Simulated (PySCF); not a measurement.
Working out the ionisation energy of Bi

Bi [Xe] 4f14 5d10 6s2 6p3 (4S) → Bi⁺ [Xe] 4f14 5d10 6s2 6p2 (3P). Computed with PySCF 2.14 in cc-pVDZ-PP with ECP60MDF (4s3p2d, 23 functions), with a scalar-relativistic core potential. Frozen: 5s2 5p6 5d10. Energies in hartree (1 hartree = 27.21139 eV):

```tsv
part	Bi (lower)	Bi⁺ (upper)
UHF	-213.590974	-213.288243
CCSD correlation	-0.047739	-0.039191
(T)	-0.000367	-0.000295
```

Task: What does Hartree-Fock give?

Result: (-213.288243) − (-213.590974) = 0.302731 hartree = 8.238 eV.

Task: What do CCSD and CCSD(T) give?

Result: The CCSD correlation energies differ by 0.008548 hartree = 0.233 eV and the triples by 0.000072 hartree = 0.002 eV, so CCSD gives 8.471 eV and CCSD(T) 8.473 eV.

Reference: 7.286 eV (measured; NIST Atomic Spectra Database, ionization energies), between the lowest levels; spin-orbit coupling is absent from the calculation.

A double-zeta basis recovers only part of the correlation energy.

What remains against the reference includes basis incompleteness, the frozen core and higher excitations.
